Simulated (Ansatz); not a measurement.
Breaking the Si1–Cl3 bond in ClFSi (SMILES F[Si]Cl) (multiplicity 1 held, fragments rigid). Energies count from the point at 2.097 Å.
Geometry at that point (charge 0, multiplicity 1):
```xyz
3

Si     0.3476     0.2675     0.7820
F      0.9504     1.3420    -0.2547
Cl    -0.7894    -0.9308    -0.5091
```

R- and RO- levels are restricted; in cc, def2 and unpolarised 6-31G sets they are followed outwards from rest. U- levels take the lowest unrestricted solution at each point, which mixes spins at long bonds. Curves can end on different states.

Cores are frozen in the correlated methods.

Run with Ansatz (a program for electronic structure) with Gaussian orbitals. 

Energies in kJ/mol.

```json
[
 {"R (Å)": "1.677", "R-PBE/cc-pV(T+d)Z": "250", "R-B3LYP/cc-pV(T+d)Z": "247", "U-wB97X-V/cc-pV(T+d)Z": "237", "R-MP2/cc-pV(T+d)Z": "243", "U-CCSD/cc-pV(T+d)Z": "245"},
 {"R (Å)": "1.887", "R-PBE/cc-pV(T+d)Z": "44", "R-B3LYP/cc-pV(T+d)Z": "43", "U-wB97X-V/cc-pV(T+d)Z": "37", "R-MP2/cc-pV(T+d)Z": "38", "U-CCSD/cc-pV(T+d)Z": "39"},
 {"R (Å)": "2.097", "R-PBE/cc-pV(T+d)Z": "0", "R-B3LYP/cc-pV(T+d)Z": "0", "U-wB97X-V/cc-pV(T+d)Z": "0", "R-MP2/cc-pV(T+d)Z": "0", "U-CCSD/cc-pV(T+d)Z": "0"},
 {"R (Å)": "2.306", "R-PBE/cc-pV(T+d)Z": "21", "R-B3LYP/cc-pV(T+d)Z": "22", "U-wB97X-V/cc-pV(T+d)Z": "29", "R-MP2/cc-pV(T+d)Z": "29", "U-CCSD/cc-pV(T+d)Z": "28"},
 {"R (Å)": "2.516", "R-PBE/cc-pV(T+d)Z": "65", "R-B3LYP/cc-pV(T+d)Z": "67", "U-wB97X-V/cc-pV(T+d)Z": "82", "R-MP2/cc-pV(T+d)Z": "82", "U-CCSD/cc-pV(T+d)Z": "81"},
 {"R (Å)": "2.830", "R-PBE/cc-pV(T+d)Z": "141", "R-B3LYP/cc-pV(T+d)Z": "144", "U-wB97X-V/cc-pV(T+d)Z": "170", "R-MP2/cc-pV(T+d)Z": "170", "U-CCSD/cc-pV(T+d)Z": "170"},
 {"R (Å)": "3.145", "R-PBE/cc-pV(T+d)Z": "211", "R-B3LYP/cc-pV(T+d)Z": "215", "U-wB97X-V/cc-pV(T+d)Z": "251", "R-MP2/cc-pV(T+d)Z": "252", "U-CCSD/cc-pV(T+d)Z": "250"},
 {"R (Å)": "3.669", "R-PBE/cc-pV(T+d)Z": "298", "R-B3LYP/cc-pV(T+d)Z": "307", "U-wB97X-V/cc-pV(T+d)Z": "357", "R-MP2/cc-pV(T+d)Z": "362", "U-CCSD/cc-pV(T+d)Z": "360"},
 {"R (Å)": "4.193", "R-PBE/cc-pV(T+d)Z": "353", "R-B3LYP/cc-pV(T+d)Z": "368", "U-wB97X-V/cc-pV(T+d)Z": "414", "R-MP2/cc-pV(T+d)Z": "441", "U-CCSD/cc-pV(T+d)Z": "412"},
 {"R (Å)": "4.822", "R-PBE/cc-pV(T+d)Z": "390", "R-B3LYP/cc-pV(T+d)Z": "414", "U-wB97X-V/cc-pV(T+d)Z": "445", "R-MP2/cc-pV(T+d)Z": "507", "U-CCSD/cc-pV(T+d)Z": "426"},
 {"R (Å)": "5.661", "R-PBE/cc-pV(T+d)Z": "415", "R-B3LYP/cc-pV(T+d)Z": "446", "U-wB97X-V/cc-pV(T+d)Z": "456", "R-MP2/cc-pV(T+d)Z": "559", "U-CCSD/cc-pV(T+d)Z": "429"},
 {"R (Å)": "6.709", "R-PBE/cc-pV(T+d)Z": "428", "R-B3LYP/cc-pV(T+d)Z": "465", "U-wB97X-V/cc-pV(T+d)Z": "457", "R-MP2/cc-pV(T+d)Z": "581", "U-CCSD/cc-pV(T+d)Z": "430"}
]
```

Doubts at one or more of the structures used: a restricted determinant that unrestricted orbitals would lower (R-PBE/cc-pV(T+d)Z, R-B3LYP/cc-pV(T+d)Z, R-MP2/cc-pV(T+d)Z); a spin-contaminated determinant (U-wB97X-V/cc-pV(T+d)Z, U-CCSD/cc-pV(T+d)Z); T1 above 0.05 (U-CCSD/cc-pV(T+d)Z).
